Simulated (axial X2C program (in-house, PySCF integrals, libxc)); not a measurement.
# AuBr: the levels of the configuration d9 s1 p(π)0

Calculated with an in-house all-electron X2C program for linear molecules (integrals from PySCF): two-component X2C with atomic mean-field Coulomb and Gaunt terms, basis Au dyall-v3z, Br dyall-v3z (cores contracted in-house). Orbitals come from Hartree–Fock averaged over the configuration Au d9 s1 p(π)0; CI then distributes these electrons over the d, s, p(π) shells of Au.

R = 2.501 Å (near the minimum of the configuration average).

Lowest levels of this model:

```csv
Ω,energy (cm⁻¹),g∥,μ (D),configuration
0,0,0.00,-4.54,94% d10
0,6394,0.00,-3.08,99% d9 s1
1,6664,3.31,-3.06,99% d9 s1
2,8084,5.72,-3.03,99% d9 s1
1,10334,2.01,-3.03,99% d9 s1
3,10420,7.99,-3.50,99% d9 s1
0,11161,0.00,-3.31,95% d9 s1
2,11628,4.06,-3.42,98% d9 s1
0,17519,0.00,-2.41,99% d9 s1
1,19781,1.90,-2.72,99% d9 s1
0,20698,0.00,-2.43,99% d9 s1
1,22782,0.80,-3.21,98% d9 s1
2,22914,4.22,-3.27,98% d9 s1
```

g∥ is the magnitude of 2⟨Lz + ge Sz⟩ for the +Ω component. μ is positive if the Br end is positive.

This point took 2.9 s on 1 thread of Arm Neoverse V2, with other jobs on the host.

There is no dynamic correlation: spin–orbit spacings and, for f shells, spacings inside one term are the most reliable numbers, splittings between terms come out too wide, and energies between configurations are not reliable, so the lowest level need not be the ground state of the molecule. The lowest levels belong to d10, not to the averaged configuration, so orbitals and distance suit them less well. For d shells the ligand-field splittings (σ, π, δ) and their order can be off by a thousand cm⁻¹ or more. At most 4 roots were kept for each Ω > 0 (twice that for Ω = 0) within 3.2 eV of the lowest, so higher up levels can be missing between those listed; levels with Ω > 0 are doubly degenerate and listed once, Ω = 0 levels singly. Some active spinors are only partly of the character that their shell is named for, so the shell names and counts are nominal. States that fill the shells left empty in the average are placed too high.
